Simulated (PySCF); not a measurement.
A structure optimised at PBE-D3(BJ)/def2-SVP, used in a PySCF frequency run:

```xyz
15

N     -0.0572     2.2030    -1.3435
C      0.1521     1.1296    -0.9188
C      0.4441    -0.1830    -0.3538
Si     2.3134    -0.2558     0.1218
C     -0.4585    -0.5428     0.8565
Si    -2.3249    -0.6475     0.4688
H      0.3061    -0.9345    -1.1645
H      3.1670     0.0571    -1.0724
H      2.5666     0.7312     1.2241
H      2.5973    -1.6498     0.6097
H     -0.1417    -1.5274     1.2624
H     -0.3080     0.1933     1.6751
H     -2.5388    -1.6396    -0.6437
H     -3.0556    -1.1177     1.6967
H     -2.8590     0.6903     0.0458
```

Problem. Write its SMILES and formula.

Solution. N#C[C@@H]([SiH3])C[SiH3], C3H9NSi2

Problem. What are its rotational constants (standard atomic weights)?

Solution. 3.0452, 1.3311, 0.97775 GHz
